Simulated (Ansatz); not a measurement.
Start from `[OH][Zr]([F])([F])[SH]` and change one atom or group to get `[OH][Zr]([F])([F])[F]`.

Ansatz, PBE0-D4/def2-TZVP geometries, multiplicity 1. Each molecule was computed in one conformer, which needn't be the lowest.

Elements past krypton have def2 core potentials.

| property | `[OH][Zr]([F])([F])[SH]` |
| --- | --- |
| size of the dipole moment (B3LYP/def2-TZVPP) / D | 3.32 |
| HOMO–LUMO gap (B3LYP/def2-TZVPP) / eV | 5.94 |
| HOMO–LUMO gap (PBE/def2-TZVPP) / eV | 4.36 |
| size of the dipole moment (PBE/def2-TZVPP) / D | 3.28 |
| ideal-gas entropy at 298 K and 1 bar (rigid rotor, harmonic PBE0-D4/def2-TZVP) / J/(mol·K) | 389 |
| LUMO energy (B3LYP/def2-TZVPP) / eV | -1.57 |

(1) What does the change do to each property? (Estimate.)

Answers

(1) The calculation gave: 
```csv
property,`[OH][Zr]([F])([F])[F]`,shift
size of the dipole moment (B3LYP/def2-TZVPP) / D,2.66,-0.66
HOMO–LUMO gap (B3LYP/def2-TZVPP) / eV,9.09,3.15
HOMO–LUMO gap (PBE/def2-TZVPP) / eV,6.98,2.62
size of the dipole moment (PBE/def2-TZVPP) / D,2.58,-0.70
"ideal-gas entropy at 298 K and 1 bar (rigid rotor, harmonic PBE0-D4/def2-TZVP) / J/(mol·K)",349,-40
LUMO energy (B3LYP/def2-TZVPP) / eV,-0.89,0.68
```

With PBE0 the HOMO falls by 2.50 eV and the LUMO rises by 0.73 eV, so the gap widens by about 3.23 eV. PBE moves the HOMO by -1.96 eV and ωB97M-V by -2.82 eV. The zero-point energy changes by -17.6 kJ/mol with -3 modes. Dipoles are sizes alone; their direction can turn.

B3LYP here is the variant with VWN-RPA as its local correlation; programs differ in this.
